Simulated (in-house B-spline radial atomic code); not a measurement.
Configurations of neutral scandium, with energies counted from [Ar] 3d1 4s2. All numbers are computed (non-relativistic CAM-B3LYP, spin-polarised, spherical fractional occupations, exact exchange averaged over the configuration; point nucleus) with a B-spline radial code for spherical atoms, not measured. Shells without spins written out take the highest spin.

Occupations are held fixed; configurations that lie above the ionisation limit could autoionise.

```tsv
configuration	E - E(ref) (eV)	highest orbital	its <r> (bohr)
[Ar] 3d1 4s1 4p1	2.0376	4p up	4.631
[Ar] 4s2 4p1	3.5878	4p up	4.27
[Ar] 4s2 5d1	7.6313	5d up	18.73
[Ar] 4s2 4f1	7.7229	4f up	17.25
[Ne] 3s2 3p5 3d2 4s2	28.872	4s down	3.797
[Ne] 3s2 3p5 3d1 4s2 4p1	34.028	4p up	4.167
```

**Question.** Order these further configurations by energy, lowest first.
A. [Ar] 3d1 4s1 5f1
B. [Ar] 3d2 4s1
C. [Ar] 3d1 4s1 5s1
D. [Ne] 3s2 3p5 3d1 4s2 4f1
E. [Ar] 3d1 4s1 5p1

**Answer.** B (1.1231 eV), C (4.2199 eV), E (4.8173 eV), A (5.8802 eV), D (38.311 eV).

**Question.** How far above the reference does [Ar] 4s2 5s1 lie?

**Answer.** 6.2265 eV; its least bound orbital is 5s up with <r> = 9.008 bohr.
